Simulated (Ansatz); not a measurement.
Computed with Ansatz on PBE0-D4/def2-TZVP structures; ΔE is electronic, products minus reactants. CCSD(T)/CBS adds triple-zeta CCSD(T) − MP2 to the extrapolated MP2 energy (def2 sets, frozen cores). This one scheme is used for every species. Functionals use def2-TZVPP. B3LYP here is the variant with VWN-RPA as its local correlation; programs differ in this. HSE06 is defined as in plane-wave codes. For Ge, Se outer-core shells are correlated without core-valence functions, which leaves a few kJ/mol of doubt a bond. Scalar relativity is left out up to krypton. Each species was taken in one conformer, which may not be the lowest.

Reaction (formal exchange of groups at the Se–Ge bond): `[OH][GeH]([SH])[SeH]` + BH₃ → `B[SeH]` + `[OH][GeH2][SH]`

`[OH][GeH]([SH])[SeH]`:

```xyz
8

O     1.627   -0.477    0.351
Ge   -0.040   -0.544   -0.249
S    -1.407    0.307    1.276
Se   -0.398    0.714   -2.199
H     1.928    0.424    0.496
H    -0.256   -2.030   -0.547
H    -0.785   -0.323    2.289
H    -0.669    1.928   -1.418
```

BH₃:

Z-matrix (Å, degrees):
```
B
H 1 1.193
H 1 1.193 2 120.0
H 1 1.193 2 120.0 3 180.0
```

`B[SeH]`:

Z-matrix (Å, degrees):
```
B
Se 1 1.899
H 1 1.189 2 121.0
H 1 1.191 2 115.7 3 180.0
H 2 1.470 1 97.7 3 0.0
```

`[OH][GeH2][SH]`:

Z-matrix (Å, degrees):
```
Ge
S 1 2.219
O 1 1.777 2 110.8
H 1 1.530 2 112.3 3 115.5
H 1 1.537 2 104.7 3 -120.2
H 2 1.343 1 94.0 3 -65.1
H 3 0.960 1 112.2 2 -50.4
```

```tsv
level	ΔE (kJ/mol)	difference from CCSD(T)/CBS
LDA (SPW92)	-55.1	-20.5
PBE-D4	-41.5	-6.9
BLYP-D4	-32.5	2.1
r2SCAN-D4	-38.8	-4.2
B97M-V	-45.1	-10.5
PBE0-D4	-36.8	-2.2
B3LYP-D4	-30.5	4.1
r2SCANh-D4	-37.5	-2.9
r2SCAN0-D4	-35.7	-1.1
HSE06-D4	-36.7	-2.1
BHLYP-D4	-24.7	9.9
CAM-B3LYP-D4	-34.0	0.6
ωB97X-V	-32.9	1.7
PBE-QIDH	-35.5	-0.9
PBE	-46.2	-11.6
revPBE	-44.4	-9.8
BLYP	-41.2	-6.6
r2SCAN	-39.9	-5.3
PBE0	-41.1	-6.5
B3LYP	-38.2	-3.6
r2SCANh	-38.8	-4.2
r2SCAN0	-37.2	-2.6
HSE06	-41.0	-6.4
BHLYP	-33.1	1.5
CAM-B3LYP	-38.8	-4.2
LC-ωPBE	-39.9	-5.3
RPA@PBE/def2-TZVPP	-37.4	-2.8
MP2/def2-SVP	-40.3	-5.7
CCSD/def2-SVP	-43.4	-8.8
CCSD(T)/def2-SVP	-45.5	-10.9
MP2/def2-TZVPP	-31.2	3.4
SCS-MP2/def2-TZVPP	-30.0	4.6
CCSD/def2-TZVPP	-34.7	-0.1
CCSD(T)/def2-TZVPP	-36.0	-1.4
HF/def2-QZVPP	-24.2	10.4
MP2/def2-QZVPP	-30.5	4.1
SCS-MP2/def2-QZVPP	-29.8	4.8
HF/CBS(def2)	-24.2	10.4
MP2/CBS(def2)	-29.8	4.8
CCSD/CBS(def2)	-33.2	1.4
CCSD(T)/CBS	-34.6	0
```

Largest T1 diagnostic among the species: 0.013.

In def2-TZVPP, CCSD(T) changes the Hartree–Fock value by −12.2 kJ/mol (the triples alone add −1.3 kJ/mol) and MP2 by −7.4 kJ/mol. At CCSD(T), def2-SVP lies −10.9 kJ/mol from the extrapolated value and def2-TZVPP −1.4 kJ/mol.
